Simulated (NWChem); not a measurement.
System: C2H5ClOSi; SMILES O[SiH2]/C=C/Cl

```xyz
10

O     -0.8268    -2.7570     0.1074
Si     0.4821    -1.7354    -0.0365
C     -0.0232     0.0052    -0.4854
C      0.2532     1.0322     0.3231
Cl    -0.1659     2.6749    -0.0066
H     -1.4942    -2.5124     0.7552
H      1.2616    -1.6330     1.2384
H      1.3141    -2.3388    -1.1112
H     -0.5569     0.2115    -1.4212
H      0.7803     0.9258     1.2770
```
Atoms are numbered in this order, from 1.

Results from NWChem. Medium grid unless said otherwise, to which SCAN and Minnesota functionals are sensitive. The geometry was optimised at PBE0/def2-SVP. Hybrids' shares of exact exchange are those that their runs print; pure functionals count as 0. The functionals differ in more than this share.

```
row                    share of exact exchange  orbital gap (eV)
---------------------  -----------------------  ----------------
PBE/def2-SVP                              0.00              4.73
OLYP/def2-SVP                             0.00              4.79
B3LYP/def2-SVP                            0.20              6.42
MPW1K/def2-SVP                            0.43              8.41
M06-2X/def2-SVP                           0.54              8.96
Hartree-Fock/def2-SVP                     1.00          withheld
```

Problem. Fit a straight line of the last column on the one before it, predict the withheld value, and compare with the run.

Solution. 
1. Means of the 5 shown rows: x = 0.234, y = 6.662. Slope Σ(x − x̄)(y − ȳ)/Σ(x − x̄)² = 1.944/0.2427 = 8.010; intercept 4.788.
2. The shown rows scatter about the line by 0.109 (root mean square); the largest residual is +0.18, at MPW1K/def2-SVP.
3. At x = 1.00 (Hartree-Fock/def2-SVP; beyond the shown range) the line gives 12.80.
4. The run gives 13.24, +0.44 from the line, 4.0 times the scatter.
